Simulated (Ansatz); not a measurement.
Ansatz (a program for electronic structure) input (B3LYP/LANL2DZ): The .json file is the Basis Set Exchange's LANL2DZ.

Ansatz 0.2 input:
```yaml
crystal:
  periodic: [false, false, false]
  atoms:
    - {symbol: C, position_ang: [0.01204300, 1.61571400, 0.99947100]}
    - {symbol: N, position_ang: [-0.28208300, 0.44702600, 0.32714300]}
    - {symbol: Ge, position_ang: [1.10955500, -0.58234000, -0.34591600]}
    - {symbol: C, position_ang: [-1.60792600, -0.13096400, 0.51986600]}
    - {symbol: C, position_ang: [-2.69340100, 0.62247200, -0.24427700]}
    - {symbol: H, position_ang: [-0.78609600, 2.13794800, 1.50530600]}
    - {symbol: H, position_ang: [0.92229300, 2.14096800, 0.75220700]}
    - {symbol: H, position_ang: [2.09213800, 0.38282300, -1.02651800]}
    - {symbol: H, position_ang: [0.47989700, -1.56316300, -1.34677500]}
    - {symbol: H, position_ang: [1.83486400, -1.35416600, 0.77853400]}
    - {symbol: H, position_ang: [-1.84738000, -0.14705500, 1.59055800]}
    - {symbol: H, position_ang: [-1.58959400, -1.17074800, 0.18751500]}
    - {symbol: H, position_ang: [-2.73584100, 1.66697400, 0.06592400]}
    - {symbol: H, position_ang: [-2.49439300, 0.59660700, -1.31685800]}
    - {symbol: H, position_ang: [-3.67135800, 0.17218400, -0.06094800]}
basis:
  gaussian:
    orbitals: LANL2DZ.json
hamiltonian:
  xc: {name: B3LYP}
magnetization: {spin_polarized: true, initial_magnetization: 1}
output: {forces: true}
```

Output:

```
Functional definition: B3LYP
integrals: 0.03 GiB planned
816 factors; integrals over basis functions are off by at most 6.0e-4 eV
mean field: 0.33 GiB planned
mean field evaluation 1: about -4855.0428 eV, gradient 4.1e1 eV
mean field evaluation 2: about -4840.9315 eV, gradient 6.6e1 eV
mean field evaluation 4: about -4864.0298 eV, gradient 3.4e0 eV
mean field evaluation 8: about -4864.3468 eV, gradient 3.1e-1 eV
mean field evaluation 16: about -4864.3474 eV, gradient 8.0e-5 eV
mean field -4864.34736799 eV, -178.7614686007 hartree, gradient 8.0e-5 eV, S^2 0.753323; 0 other end points of the search recorded, 0 dependent functions left out
the calculation of the forces begins
reference -4864.34763732 eV, -178.7614784983 hartree; 20, 19 occupied and 44, 45 virtual orbitals, 816 factors
Total energy: -4864.34763732 eV, -178.7614784983 hartree
Atom 0 at     0.012043     1.615714     0.999471 Å, force     0.161001     0.778781     0.331894 eV/Å
Atom 1 at    -0.282083     0.447026     0.327143 Å, force     0.438972    -0.746570    -0.400165 eV/Å
Atom 2 at     1.109555    -0.582340    -0.345916 Å, force    -0.068794     0.085019     0.009985 eV/Å
Atom 3 at    -1.607926    -0.130964     0.519866 Å, force    -0.223755    -0.275192     0.110779 eV/Å
Atom 4 at    -2.693401     0.622472    -0.244277 Å, force    -0.225400     0.082997    -0.112334 eV/Å
Atom 5 at    -0.786096     2.137948     1.505306 Å, force    -0.099110     0.144074     0.146905 eV/Å
Atom 6 at     0.922293     2.140968     0.752207 Å, force     0.180694     0.166782     0.017371 eV/Å
Atom 7 at     2.092138     0.382823    -1.026518 Å, force     0.114497     0.042411    -0.064048 eV/Å
Atom 8 at     0.479897    -1.563163    -1.346775 Å, force    -0.008464    -0.103361    -0.085463 eV/Å
Atom 9 at     1.834864    -1.354166     0.778534 Å, force     0.088061    -0.077818     0.038799 eV/Å
Atom 10 at    -1.847380    -0.147055     1.590558 Å, force    -0.072759    -0.010397     0.186019 eV/Å
Atom 11 at    -1.589594    -1.170748     0.187515 Å, force    -0.075145    -0.219938    -0.050529 eV/Å
Atom 12 at    -2.735841     1.666974     0.065924 Å, force    -0.015228     0.198170     0.042733 eV/Å
Atom 13 at    -2.494393     0.596607    -1.316858 Å, force     0.020713     0.009756    -0.194495 eV/Å
Atom 14 at    -3.671358     0.172184    -0.060948 Å, force    -0.215283    -0.074714     0.022549 eV/Å
Dipole moment:    -0.089478    -0.220096    -0.117870 e Å
```

The geometry given is a B3LYP-D3(BJ)/def2-TZVP minimum.
